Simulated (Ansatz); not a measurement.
A structure relaxed at PBE0-D4/def2-TZVP, charge 0, multiplicity 1:

Cartesian coordinates in Å:
```
C -0.397 -1.035 -1.179
C 0.383 -0.189 -0.178
C 0.458 1.254 -0.673
C 1.799 -0.748 -0.041
C -0.292 -0.231 1.199
Ga -1.975 0.766 1.314
Cl -3.699 0.497 0.067
Cl -2.270 2.292 2.791
H 0.090 -1.018 -2.158
H -0.450 -2.077 -0.851
H -1.420 -0.672 -1.309
H 0.962 1.899 0.052
H -0.544 1.665 -0.859
H 1.003 1.320 -1.618
H 2.394 -0.147 0.652
H 1.778 -1.774 0.335
H 2.309 -0.754 -1.008
H -0.483 -1.264 1.506
H 0.354 0.218 1.960
```

Task: Give its formula and SMILES.

Result: C5H11Cl2Ga, `CC(C)(C)[CH2][Ga]([Cl])[Cl]`.

Task: Point group (tolerance 0.08 Å, 0.16 Å for H)?

Result: C1.

Task: Summarise the bond lengths by kind.

Result: 4 × C–C 1.526 to 1.535 Å; 11 × C–H 1.093 to 1.098 Å; 1 × C–Ga 1.959 Å; 2 × Cl–Ga 2.145 Å.

Results of the Gaussian-basis code of Ansatz.
